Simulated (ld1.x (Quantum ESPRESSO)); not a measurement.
## How hard is this Mg (Z = 12) TM potential?

```
Element                 : magnesium
Generator               : ld1.x (Quantum ESPRESSO) 7.5
Type                    : norm-conserving Troullier–Martins (Kleinman–Bylander form)
Functional              : LDA (PZ)
Relativity              : scalar-relativistic
Frozen core             : [Ne]
Valence charge          : 2
Reference configuration : 3s1.5 3p0.5
Partial waves           : 3p (bound): rc 2.15 bohr; 3d channel at -0.1 Ry: rc 2.60 bohr; 3s (bound): rc 2.55 bohr
Local potential         : the s channel
Core correction         : a·sin(br)/r model core inside 2.10 bohr
```

The pseudo-atom Hamiltonian at the reference potential is diagonalised in spherical Bessel functions j_l(qr) that vanish at 20 bohr, with q² up to the cutoff. All-electron valence levels (Ry): 3p -0.1314, 3s -0.3903.

Task: How do the lowest levels (Ry) of each channel move with the cutoff, and are there ghosts?

Result:

```json
{"cutoff (Ry)": "8", "p #1": "-0.1307", "p #2": "0.0288", "d #1": "0.0360", "s #1": "-0.3891", "f #1": "0.0951", "f #2": "0.2152", "Σ f·Δε (mRy)": "2.2"}
{"cutoff (Ry)": "10", "p #1": "-0.1307", "p #2": "0.0288", "d #1": "0.0360", "s #1": "-0.3892", "f #1": "0.0951", "f #2": "0.2152", "Σ f·Δε (mRy)": "2.0"}
{"cutoff (Ry)": "12", "p #1": "-0.1307", "p #2": "0.0287", "d #1": "0.0360", "s #1": "-0.3894", "f #1": "0.0951", "f #2": "0.2152", "Σ f·Δε (mRy)": "1.8"}
{"cutoff (Ry)": "15", "p #1": "-0.1309", "p #2": "0.0286", "d #1": "0.0359", "s #1": "-0.3897", "f #1": "0.0951", "f #2": "0.2152", "Σ f·Δε (mRy)": "1.2"}
{"cutoff (Ry)": "18", "p #1": "-0.1311", "p #2": "0.0285", "d #1": "0.0359", "s #1": "-0.3901", "f #1": "0.0951", "f #2": "0.2152", "Σ f·Δε (mRy)": "0.4"}
{"cutoff (Ry)": "21", "p #1": "-0.1313", "p #2": "0.0285", "d #1": "0.0359", "s #1": "-0.3903", "f #1": "0.0951", "f #2": "0.2152", "Σ f·Δε (mRy)": "0.2"}
{"cutoff (Ry)": "25", "p #1": "-0.1314", "p #2": "0.0285", "d #1": "0.0359", "s #1": "-0.3903", "f #1": "0.0951", "f #2": "0.2152", "Σ f·Δε (mRy)": "0.1"}
{"cutoff (Ry)": "400", "p #1": "-0.1314", "p #2": "0.0284", "d #1": "0.0359", "s #1": "-0.3903", "f #1": "0.0951", "f #2": "0.2152", "Σ f·Δε (mRy)": "0.0"}
```

Result: no extra level below or beside the all-electron valence levels (p, d, s, f tested); 10 mRy is reached at 6 Ry and 1 mRy at 18 Ry.
